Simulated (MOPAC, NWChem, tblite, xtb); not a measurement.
# A ladder of methods for C2H3BF (SMILES C=[C]BF)

The species is C2H3BF (7 atoms), meant as a doublet with charge 0. SMILES: `C=[C]BF`. The coordinates come from a GFN2-xTB relaxation.

```xyz
7

C    -0.7392    1.1668    0.1137
C    -0.0557    0.0853    0.0021
B     0.7279   -1.1620   -0.1608
F     1.2797   -1.7382    0.9113
H    -0.2990    2.1561    0.0424
H    -1.8096    1.1778    0.2903
H     0.8960   -1.6858   -1.1989
```

Quantity: the dipole moment, in D. The values are calculated.

| level | kind | program | value (D) | CPU time |
| --- | --- | --- | --- | --- |
| IPEA1-xTB | semi-empirical | tblite | 3.35 | under 2 s |
| GFN2-xTB | semi-empirical | xtb | 2.83 | under 2 s |
| PM7 | semi-empirical | MOPAC | 2.04 | under 2 s |
| GFN0-xTB | semi-empirical | xtb | 2.37 | under 2 s |
| UHF/6-31G | Hartree–Fock | NWChem | 2.39 | 5.2 s |
| UHF/def2-SVP | Hartree–Fock | NWChem | 2.06 | 8.9 s |
| USVWN5/6-31G* (spherical functions) | LDA | NWChem | 2.09 | 12 s |
| UBLYP/6-31G | GGA | NWChem | 2.23 | 17 s |
| UPBE0/def2-SVP | global hybrid | NWChem | 2.09 | 33 s |

The values span 2.04 to 3.35 D. Spin contamination of the reference (⟨S²⟩ at least 0.1 too high) touches UHF/6-31G, UHF/def2-SVP. Sets without polarisation functions give poor dipoles. CPU times are rough (shared hosts, several kinds of processor): they show what a rung costs within a factor of a few.
